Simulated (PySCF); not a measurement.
## Ions at one geometry of LuO(OH)

PySCF 2.14.0, RKS PBE0, Lu def2-SVP with ECP28, O def2-SVP, H def2-SVP; non-relativistic Hamiltonian with scalar-relativistic core potentials where named; density fitting; no spin-orbit coupling; singlets restricted, open shells unrestricted. The geometry is relaxed for charge 0, singlet, vacuum:

```xyz
4

Lu   -0.0416   -0.0476   -0.4146
O     1.1508    0.0357    0.9294
O    -1.8930    0.0180    0.2934
H    -2.2467    0.0828    1.1831
```

Energies count from the relaxed state; an electron taken off or put on is at rest in vacuum. Charges and spins are Mulliken's.

```csv
state,energy (eV),spin squared,charge on Lu1 (e),spin on Lu1 (e),dipole about the centre of mass (D)
"charge 0, singlet, vacuum",0.00,0.00,0.92,0.00,6.01
"charge +1, doublet, vacuum",8.40,0.75,1.49,0.02,3.20
```

Task: What does the state charge -1, doublet, vacuum give?

Result: energy (eV) -0.96, spin squared 0.75, charge on Lu1 (e) 0.03, spin on Lu1 (e) 1.03, dipole about the centre of mass (D) 2.57.

With an electron taken off (doublet) the charges change, summed by element, by Lu +0.57 e, O +0.37 e, H +0.06 e. The vertical ionisation energy is 8.40 eV, against −ε(HOMO) = 6.18 eV of the relaxed state. The level lies 2.2 eV too high, as is usual for semilocal functionals and global hybrids, which keep a self-interaction error.

With an electron put on (doublet) the charges change, summed by element, by Lu -0.89 e, O -0.07 e, H -0.04 e. The vertical electron affinity is 0.96 eV, against −ε(LUMO) = 2.34 eV of the relaxed state. The basis has no diffuse functions, which an added electron needs. The added electron's level lies above zero.

Open shells may have lower solutions than those found.
